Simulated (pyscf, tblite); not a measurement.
•H₂C–CH₂–CH=CH₂ -> cyclic C₄H₇ (SMILES [CH2]C1CC1) [doublet]: energy along the mass-weighted descent from the GFN2-xTB with spin polarisation saddle (tblite), relative to the relaxed reactant side.

```
s (amu^1/2 bohr) | E (kcal/mol)
    -2.42 | ######################### 1.2
    -2.19 | ########################## 1.5
    -1.93 | ########################## 1.7
    -1.66 | ########################### 2.0
    -1.36 | ############################ 2.3
    -1.04 | ############################# 2.6
   -0.730 | ############################# 2.9
   -0.493 | ############################## 3.1
   -0.300 | ############################## 3.3
    0.270 | ############################## 3.3
    0.809 | ############################ 2.5
     2.45 | ################# -2.4
     4.13 | ### -8.9
     5.07 |  -9.9
     5.28 |  -10.1
```

### Question
The GFN2-xTB with spin polarisation barrier from the reactant side is 3.4 kcal/mol. What does ωB97X-D3(BJ) (PySCF) give from its own reactant-side minimum, in def2-SVP and in def2-TZVP?

### Answer
11.3 kcal/mol in the double-zeta basis after reoptimising the saddle, and 11.5 kcal/mol in the triple-zeta single point, so the tight-binding barrier lies 8.1 kcal/mol under the latter. The imaginary mode goes from 455i to 713i cm⁻¹.
